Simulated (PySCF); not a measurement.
Isomers C$_{7}$H$_{8}$F$_{4}$:

A. `F[C@@H]1[C@@H]2CC[C@@]1(C(F)(F)F)C2`
B. `F[C@@H]1C=CCC[C@@H]1C(F)(F)F`
C. `C=C(F)/C(C)=C\CC(F)(F)F`

Spectrum 1. ¹³C{¹H} NMR (computed): δ 134.7 (C), 88.4 (CH), 57.5 (C), 42.7 (CH), 28.3 (CH2), 26.2 (CH2), 24.7 (CH2).

Spectrum 2. ¹³C{¹H} NMR (computed): δ 175.7 (C), 139.1 (C), 135.4 (C), 131.1 (CH), 101.0 (CH2), 40.0 (CH2), 25.3 (CH3).

Spectrum 3. ¹³C{¹H} NMR (computed): δ 144.3 (CH), 136.0 (C), 132.2 (CH), 83.3 (CH), 48.3 (CH), 29.9 (CH2), 20.1 (CH2).

- NMR shieldings at PBE0/pcSseg-1/GIAO
- structure optimised with GFN2-xTB
- code: PySCF 2.14.0 with density-fitted response routines
- one averaged value for each set of equivalent atoms, one computed conformer, no relativistic terms, no solvent

δ = σ(ref) − σ, references computed at the same level: ¹³C against TMS. Splittings of carbon signals by F and P are missing where no couplings were computed. Shifts are as computed. Against solution values, carbons near 30 ppm lie about +3 ppm off and those near 130 ppm about +5 ppm. Of 1211 compounds with measured shifts, 218 miss one by over three times the rms of a fit or turn the order of signals round; such compounds aren't used in these exercises.

Question: Which spectrum belongs to which compound?

Answer: 1–A, 2–C, 3–B.

- Spectrum 1 (A): 7 ¹³C signals; δC 134.7 is a CF3 carbon; δC 88.4 is an sp3 CH bonded to F.
- Spectrum 2 (C): 7 ¹³C signals; δC 139.1 is a fully substituted alkene carbon; δC 135.4 is a CF3 carbon.
- Spectrum 3 (B): 7 ¹³C signals; δC 144.3 is an alkene CH; δC 136.0 is a CF3 carbon.
